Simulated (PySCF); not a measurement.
## How methods differ on the excitation energy of As⁺

As⁺ [Ar] 3d10 4s2 4p2 (3P) → As⁺ [Ar] 3d10 4s1 4p3 (5S), as a difference of total energies. Calculation: PySCF 2.14, in dyall-av3z; scalar relativity by spin-free X2C-1e. Correlated levels: valence: [Ar] 3d10 frozen; virtual orbitals above 40 to 60 times the deepest correlated orbital energy dropped. The calculations carry no spin-orbit coupling.

```tsv
method	excitation energy (eV)
UHF	4.862
LDA	7.525
PBE	7.296
PBE0	6.854
r2SCAN	6.477
MP2 (valence)	5.825
SCS-MP2 (valence)	6.256
```

Task: Which method comes closest to the reference value, and which is furthest?

Result: The reference is 6.577 eV (measured; NIST levels, between the centres of gravity of the two terms). Closest: r2SCAN (error -0.100 eV); furthest: UHF (error -1.715 eV).
